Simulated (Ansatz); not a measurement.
Sn₂₉H₃₆, a nanocrystal cut from cubic tin, relaxed as a singlet with RKS PBE-D4/def2-SVP in Ansatz, starting from a model built from a lattice or polyhedron. Force threshold 0.03 eV/Å.

In the def2 sets Sn takes a core potential; there is no spin–orbit coupling. Single mean-field runs in def2-SVP are fitted with def2-universal-jkfit.

Start:

Cartesian coordinates in Å:
```
Sn 1.712 -5.090 -0.257
Sn 4.236 -2.323 2.363
Sn 2.286 -0.709 -1.462
Sn 0.152 -3.768 3.853
Sn 0.349 0.898 -5.300
Sn -0.227 -3.479 -4.090
Sn -1.792 -2.175 0.009
Sn -3.772 -0.571 -3.814
Sn 2.898 3.658 -2.670
Sn 4.814 2.083 1.170
Sn 0.737 0.655 2.660
Sn 1.277 5.040 1.462
Sn -1.205 2.220 -1.179
Sn -5.300 0.770 0.285
Sn -2.785 3.553 2.920
Sn -3.366 -0.835 4.111
Sn 1.554 -1.321 -4.098
Sn 4.085 1.455 -1.486
Sn 3.530 -2.926 -0.247
Sn -0.551 -4.394 1.206
Sn 1.952 -1.598 3.821
Sn 0.001 -0.014 -0.012
Sn -1.957 1.616 -3.851
Sn -2.539 -2.786 -2.637
Sn -4.103 -1.479 1.469
Sn 0.578 4.412 -1.208
Sn 2.523 2.780 2.645
Sn -1.544 1.333 4.102
Sn -3.533 2.942 0.270
H 2.468 -6.461 0.472
H 1.277 -5.464 -1.873
H 4.995 -3.656 3.065
H 5.354 -0.972 2.346
H 0.910 -5.135 4.589
H -1.265 -3.351 4.750
H 1.461 2.243 -5.308
H -0.101 0.548 -6.903
H 0.522 -4.858 -3.350
H -0.668 -3.867 -5.716
H -4.184 -0.944 -5.417
H -5.125 -0.097 -2.935
H 2.388 3.325 -4.298
H 3.962 5.006 -2.688
H 5.571 0.714 1.904
H 5.914 3.409 1.159
H 2.404 6.336 1.422
H -0.091 5.452 2.332
H -5.767 0.399 -1.322
H -6.720 1.199 1.184
H -1.699 4.890 2.897
H -4.192 3.998 3.807
H -2.617 -2.229 4.861
H -4.762 -0.413 4.977
H 2.963 -1.752 -5.004
H 5.491 1.022 -2.362
H 4.897 -3.349 -1.169
H -1.666 -5.726 1.205
H 2.395 -1.222 5.453
H -2.710 2.949 -4.579
H -3.635 -4.139 -2.617
H -5.191 -2.777 1.473
H -0.196 5.802 -1.925
H 2.973 3.171 4.225
H -1.128 1.700 5.741
H -4.240 4.303 -0.431
```

```
step   energy (eV)  largest force component (eV/Å)  SCF passes
   1  -169716.8379                           0.856          20
   2  -169716.8998                           0.933          26
   3  -169717.4128                           0.032          21
   4  -169717.4238                           0.007          20
   5  -169717.4257                           0.006          21
```

Force components are those of the run's own axes.

End:

```xyz
65

Sn    1.778   -5.162   -0.171
Sn    4.264   -2.427    2.407
Sn    2.313   -0.704   -1.475
Sn    0.243   -3.857    3.862
Sn    0.281    0.843   -5.391
Sn   -0.275   -3.471   -4.211
Sn   -1.811   -2.177    0.011
Sn   -3.735   -0.592   -3.940
Sn    2.946    3.781   -2.618
Sn    4.863    2.208    1.147
Sn    0.734    0.630    2.662
Sn    1.409    5.089    1.412
Sn   -1.235    2.251   -1.198
Sn   -5.390    0.810    0.387
Sn   -2.906    3.543    2.971
Sn   -3.476   -0.770    4.145
Sn    1.564   -1.332   -4.131
Sn    4.112    1.481   -1.475
Sn    3.533   -2.955   -0.267
Sn   -0.563   -4.414    1.215
Sn    1.971   -1.626    3.843
Sn    0.000    0.000    0.000
Sn   -1.962    1.601   -3.856
Sn   -2.531   -2.797   -2.655
Sn   -4.118   -1.457    1.485
Sn    0.589    4.417   -1.203
Sn    2.541    2.810    2.633
Sn   -1.589    1.328    4.121
Sn   -3.543    2.941    0.289
H     2.554   -6.451    0.704
H     1.413   -5.754   -1.761
H     4.879   -3.892    3.118
H     5.520   -1.234    2.504
H     1.116   -5.230    4.480
H    -1.121   -3.596    4.903
H     1.368    2.175   -5.629
H    -0.270    0.332   -6.961
H     0.446   -4.955   -3.674
H    -0.787   -3.702   -5.859
H    -4.024   -1.006   -5.606
H    -5.268   -0.200   -3.228
H     2.630    3.564   -4.311
H     4.061    5.109   -2.464
H     5.799    0.962    1.909
H     5.855    3.635    1.066
H     2.631    6.324    1.309
H     0.094    5.727    2.347
H    -6.054    0.470   -1.180
H    -6.709    1.267    1.426
H    -1.945    4.983    3.086
H    -4.383    3.830    3.845
H    -2.889   -2.142    5.032
H    -4.919   -0.208    4.939
H     2.998   -1.762   -5.028
H     5.533    1.033   -2.385
H     4.954   -3.380   -1.187
H    -1.690   -5.747    1.219
H     2.416   -1.223    5.482
H    -2.722    2.995   -4.582
H    -3.647   -4.139   -2.633
H    -5.225   -2.806    1.482
H    -0.185    5.795   -1.944
H     2.983    3.189    4.278
H    -1.125    1.714    5.759
H    -4.294    4.329   -0.457
```

By distances, no bond broke or formed. The bond that changes most is Sn12–H47, from 1.67 to 1.74 Å (atoms count from 1).

The force fell under the threshold at step 4, but the optimiser went on. No frequencies were taken in this run, so the end may be a saddle point.

Run time 36 s (11 threads of AMD EPYC 7R13 on a shared host and a whole NVIDIA H100 80GB HBM3), peak host memory 1.9 GiB.
